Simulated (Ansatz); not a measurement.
C₄H₇FSi (`C=C[SiH](F)C=C`), relaxed with RKS PBE-D4/def2-SVP in Ansatz from a rough embedded geometry. The force threshold is 0.03 eV/Å; the program also tests the step.

Charge 0, multiplicity 1.

Start:

```xyz
13

C    -1.207   -1.890    0.180
C    -0.049   -1.448   -0.412
Si    0.202    0.211   -1.147
F     1.198    0.099   -2.259
C     0.854    1.395    0.096
C     0.370    1.688    1.326
H    -1.192   -2.942    0.583
H    -2.090   -1.356    0.320
H     0.852   -2.051   -0.466
H    -1.089    0.758   -1.662
H     1.793    1.903   -0.226
H    -0.548    1.251    1.724
H     0.907    2.383    1.943
```

```csv
step,energy (eV),largest force (eV/Å),largest move (Å)
1,-14836.2099,6.689,0.000
2,-14836.7252,3.463,0.193
3,-14836.8731,0.774,0.193
4,-14836.9446,0.322,0.200
5,-14836.9675,0.126,0.200
6,-14836.9704,0.361,0.195
7,-14836.9834,0.176,0.020
8,-14836.9959,0.092,0.184
9,-14837.0040,0.076,0.167
10 (rejected),-14837.0039,0.161,0.110
11,-14837.0066,0.022,0.055
12,-14837.0072,0.076,0.096
13,-14837.0077,0.053,0.009
14,-14837.0082,0.020,0.017
```

End:

```xyz
13

C    -1.325   -1.956   -0.027
C    -0.129   -1.338   -0.103
Si    0.135    0.232   -1.081
F     1.256   -0.024   -2.262
C     0.772    1.607    0.013
C     0.752    1.543    1.360
H    -1.479   -2.876    0.563
H    -2.213   -1.567   -0.556
H     0.726   -1.778    0.445
H    -1.144    0.605   -1.780
H     1.170    2.523   -0.463
H     0.364    0.657    1.893
H     1.116    2.370    1.995
```

Run time 18 s (4 threads of an Arm Neoverse V2 on a shared host); peak host memory 0.16 GiB.
